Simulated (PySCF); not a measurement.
HB$_{2}$O$_{2}$, charge +1, singlet, geometry from GFN2-xTB; SVWN5/3-21G run with PySCF.

The PySCF input:
```python
from pyscf import gto, scf, dft

mol = gto.Mole()
mol.atom = '''
    O    -0.000000   -0.000000   -2.108768
    B    -0.000000   -0.000000   -0.930820
    B     0.000000    0.000000    0.700467
    O     0.000000    0.000000    1.894895
    H     0.000000    0.000000    2.862752
'''
mol.basis = '3-21g'
mol.charge = 1
mol.spin = 0
mol.verbose = 4
mol.build()

mf = dft.RKS(mol)
mf.xc = 'lda,vwn'
mf.kernel()
mf.analyze()
```

The log (banner, timings and long lists left out):

```
PySCF version 2.14.0

[INPUT] verbose = 4
[INPUT] num. atoms = 5
[INPUT] num. electrons = 26
[INPUT] charge = 1
[INPUT] spin (= nelec alpha-beta = 2S) = 0
[INPUT] symmetry False subgroup None
[INPUT] Mole.unit = angstrom
[INPUT] Symbol           X                Y                Z      unit          X                Y                Z       unit  Magmom
[INPUT]  1 O      0.000000000000   0.000000000000  -2.108768000000 AA    0.000000000000   0.000000000000  -3.984993980247 Bohr   0.0
[INPUT]  2 B      0.000000000000   0.000000000000  -0.930820000000 AA    0.000000000000   0.000000000000  -1.758994871268 Bohr   0.0
[INPUT]  3 B      0.000000000000   0.000000000000   0.700467000000 AA    0.000000000000   0.000000000000   1.323690789296 Bohr   0.0
[INPUT]  4 O      0.000000000000   0.000000000000   1.894895000000 AA    0.000000000000   0.000000000000   3.580832584808 Bohr   0.0
[INPUT]  5 H      0.000000000000   0.000000000000   2.862752000000 AA    0.000000000000   0.000000000000   5.409817242551 Bohr   0.0

nuclear repulsion = 74.4322525795099
number of shells = 22
number of NR pGTOs = 63
number of NR cGTOs = 38
basis = 3-21g
ecp = {}

******** <class 'pyscf.dft.rks.RKS'> ********
method = RKS
initial guess = minao
damping factor = 0
level_shift factor = 0
DIIS = <class 'pyscf.scf.diis.CDIIS'>
diis_start_cycle = 1
diis_space = 8
diis_damp = 0
SCF conv_tol = 1e-09
SCF conv_tol_grad = None
SCF max_cycles = 50
direct_scf = True
direct_scf_tol = 1e-13
XC library pyscf.dft.libxc version 7.1.2
    S. Lehtola, C. Steigemann, M. J. T. Oliveira, and M. A. L. Marques,  SoftwareX 7, 1–5 (2018)
XC functionals = lda,vwn
    P. A. M. Dirac,  Math. Proc. Cambridge Philos. Soc. 26, 376 (1930)
    F. Bloch,  Z. Phys. 57, 545 (1929)
    S. H. Vosko, L. Wilk, and M. Nusair,  Can. J. Phys. 58, 1200 (1980)
radial grids:
    Treutler-Ahlrichs [JCP 102, 346 (1995); DOI:10.1063/1.469408] (M4) radial grids

becke partition: Becke, JCP 88, 2547 (1988); DOI:10.1063/1.454033
pruning grids: <function nwchem_prune>
grids dens level: 3
symmetrized grids: False
atomic radii adjust function: <function treutler_atomic_radii_adjust>
small_rho_cutoff = 0
Set gradient conv threshold to 3.16228e-05
Initial guess from minao.
tot grids = 66064
init E= -198.468663265222
  HOMO = -0.461782589195215  LUMO = -0.149003158070043  gap/eV = 8.51116
cycle= 1 E= -197.580643905525  delta_E= 0.888  |g|= 0.937  |ddm|= 2.72
  HOMO = -0.327720893259548  LUMO = -0.325925890885491  gap/eV = 0.04884
cycle= 2 E= -194.591602628483  delta_E= 2.99  |g|=  3.3  |ddm|= 8.31
  HOMO = -0.585740749944895  LUMO = -0.333536208716123  gap/eV = 6.86284
cycle= 3 E= -197.718558222838  delta_E= -3.13  |g|= 0.519  |ddm|= 7.84
  HOMO = -0.540173915007084  LUMO = -0.352369077539216  gap/eV = 5.11043
cycle= 4 E= -197.74055845233  delta_E= -0.022  |g|= 0.411  |ddm|= 0.596
  HOMO = -0.549581269851134  LUMO = -0.361707542483146  gap/eV = 5.11230
cycle= 5 E= -197.771020474308  delta_E= -0.0305  |g|= 0.0617  |ddm|= 0.232
  HOMO = -0.554120589605888  LUMO = -0.355814237367743  gap/eV = 5.39619
cycle= 6 E= -197.772059758509  delta_E= -0.00104  |g|= 0.0287  |ddm|= 0.0633
  HOMO = -0.555614823427604  LUMO = -0.355687887070588  gap/eV = 5.44029
cycle= 7 E= -197.772239183948  delta_E= -0.000179  |g|= 0.00283  |ddm|= 0.0223
  HOMO = -0.555879498105617  LUMO = -0.355820740220207  gap/eV = 5.44388
cycle= 8 E= -197.772240192492  delta_E= -1.01e-06  |g|= 0.00129  |ddm|= 0.00266
  HOMO = -0.555848816694252  LUMO = -0.355769112051191  gap/eV = 5.44445
cycle= 9 E= -197.772240541543  delta_E= -3.49e-07  |g|= 0.000321  |ddm|= 0.000774
  HOMO = -0.555884138156398  LUMO = -0.355768799524058  gap/eV = 5.44542
cycle= 10 E= -197.772240565647  delta_E= -2.41e-08  |g|= 1.61e-05  |ddm|= 0.000306
  HOMO = -0.555882963778483  LUMO = -0.355768639552976  gap/eV = 5.44539
cycle= 11 E= -197.772240565703  delta_E= -5.51e-11  |g|= 2.39e-07  |ddm|= 1.18e-05
  HOMO = -0.555882884022391  LUMO = -0.355768657831755  gap/eV = 5.44539
Extra cycle  E= -197.772240565703  delta_E= -1.71e-13  |g|= 9.56e-07  |ddm|= 1.07e-06
converged SCF energy = -197.772240565703
**** SCF Summaries ****
Total Energy =                        -197.772240565702759
Nuclear Repulsion Energy =              74.432252579509921
One-electron Energy =                 -411.682713295886401
Two-electron Energy =                  139.478220150673735
Two-electron Coulomb Energy =          163.095372232331158
DFT Exchange-Correlation Energy =      -23.617152081657437
HOMO-LUMO gap [eV] =                     5.445385456966986
**** MO energy ****
MO #1   energy= -18.914721557477   occ= 2
MO #2   energy= -18.7665064647743  occ= 2
MO #3   energy= -6.78423082171695  occ= 2
MO #4   energy= -6.65305218437131  occ= 2
MO #5   energy= -1.31196327444043  occ= 2
MO #6   energy= -1.14885507077415  occ= 2
MO #7   energy= -0.942161137363621 occ= 2
MO #8   energy= -0.704894052213615 occ= 2
MO #9   energy= -0.696886432981049 occ= 2
MO #10  energy= -0.696886432981049 occ= 2
MO #11  energy= -0.569625459543786 occ= 2
MO #12  energy= -0.555882884022392 occ= 2
MO #13  energy= -0.555882884022391 occ= 2
MO #14  energy= -0.355768657831755 occ= 0
MO #15  energy= -0.355768657831754 occ= 0
MO #16  energy= -0.232856491153947 occ= 0
MO #17  energy= -0.164363597449489 occ= 0
MO #18  energy= -0.144160984629845 occ= 0
MO #19  energy= -0.14416098462984  occ= 0
MO #20  energy= -0.0281640169352051 occ= 0
MO #21  energy= 0.0951765898796539 occ= 0
 ** Mulliken pop on meta-lowdin orthogonal AOs  **
 ** Mulliken pop  **
pop of  0 O 1s            1.99951
pop of  0 O 2s            1.61825
pop of  0 O 3s            0.00383
pop of  0 O 2px           1.34941
pop of  0 O 2py           1.34941
pop of  0 O 2pz           1.71082
pop of  0 O 3px           0.00244
pop of  0 O 3py           0.00244
pop of  0 O 3pz           0.00153
pop of  1 B 1s            1.99860
pop of  1 B 2s            0.70027
pop of  1 B 3s            0.00833
pop of  1 B 2px           0.61072
pop of  1 B 2py           0.61072
pop of  1 B 2pz           0.82283
pop of  1 B 3px           0.00439
pop of  1 B 3py           0.00439
pop of  1 B 3pz           0.05197
pop of  2 B 1s            1.99868
pop of  2 B 2s            0.81799
pop of  2 B 3s            0.00591
pop of  2 B 2px           0.40654
pop of  2 B 2py           0.40654
pop of  2 B 2pz           0.84041
pop of  2 B 3px           0.00581
pop of  2 B 3py           0.00581
pop of  2 B 3pz           0.02349
pop of  3 O 1s            1.99951
pop of  3 O 2s            1.38144
pop of  3 O 3s            0.00099
pop of  3 O 2px           1.61968
pop of  3 O 2py           1.61968
pop of  3 O 2pz           1.46704
pop of  3 O 3px           0.00100
pop of  3 O 3py           0.00100
pop of  3 O 3pz           0.00243
pop of  4 H 1s            0.53273
pop of  4 H 2s            0.01345
 ** Mulliken atomic charges  **
charge of    0O =     -0.03764
charge of    1B =      0.18779
charge of    2B =      0.48881
charge of    3O =     -0.09278
charge of    4H =      0.45382

WARN: System has nonzero charge 1; the dipole moment is origin-dependent.
Location of origin: [0. 0. 0.]

Dipole moment(X, Y, Z, Debye):  0.00000,  0.00000,  7.62952
```
